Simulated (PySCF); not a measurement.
# Molecular orbitals of BaSi

PBE0 at R = 3.031 Å; Ba x2c-TZVPPall, Si x2c-TZVPPall; spin-free X2C with a Gaussian nucleus (PySCF 2.14). State: ³Π (triplet), unpaired electrons σ ↑, π ↑, a second solution, started from another occupation. Only the outer orbitals are listed, counted within each symmetry.

| spin | orbital | occ. | ε (eV) | on Ba (%) | main shells (%) |
| --- | --- | --- | --- | --- | --- |
| α | 13σ | 1 | -35.46 | 100 | 100 Ba s |
| α | 7π | 1 | -19.83 | 100 | 100 Ba p |
| α | 7π | 1 | -19.63 | 100 | 100 Ba p |
| α | 14σ | 1 | -19.62 | 98 | 98 Ba p |
| α | 15σ | 1 | -10.45 | 8 | 92 Si s |
| α | 16σ | 1 | -4.20 | 38 | 60 Si p, 23 Ba s, 13 Ba d |
| α | 8π | 1 | -3.93 | 28 | 71 Si p, 23 Ba d |
| α | 8π | 1 | -3.28 | 37 | 62 Si p, 32 Ba d |
| α | 17σ | 0 | -1.98 | 88 | 64 Ba s, 15 Ba p, 12 Si p |
| α | 9π | 0 | -1.01 | 95 | 52 Ba p, 42 Ba d |
| α | 18σ | 0 | -0.97 | 93 | 60 Ba d, 31 Ba p |
| β | 13σ | 1 | -35.35 | 100 | 100 Ba s |
| β | 7π | 1 | -19.67 | 100 | 100 Ba p |
| β | 7π | 1 | -19.60 | 100 | 100 Ba p |
| β | 14σ | 1 | -19.34 | 98 | 98 Ba p |
| β | 15σ | 1 | -8.86 | 11 | 89 Si s |
| β | 8π | 1 | -2.88 | 44 | 55 Si p, 40 Ba d |
| β | 16σ | 0 | -2.04 | 88 | 76 Ba s, 12 Ba p, 10 Si p |
| β | 8π | 0 | -1.14 | 60 | 58 Ba d, 40 Si p |
| β | 17σ | 0 | -1.03 | 68 | 55 Ba d, 31 Si p, 10 Ba s |

Q: Which are the highest filled and the lowest empty level, where do they sit, and how wide is the gap?

A: Highest filled β 8π at -2.88 eV (in %: 55 Si p, 40 Ba d); lowest empty β 16σ at -2.04 eV (in %: 76 Ba s, 12 Ba p, 10 Si p); the gap at PBE0 is 0.84 eV.

```
bond order (Mayer)                               : 2.10
⟨S²⟩                                             : 2.011
charge on Ba (Mulliken, basis-dependent)         : 0.39
charge on Ba (Löwdin, basis-dependent)           : -0.01
dipole moment (positive dipole means Ba(−)Si(+)) : -9.84 D
```

Spin–orbit coupling is left out.
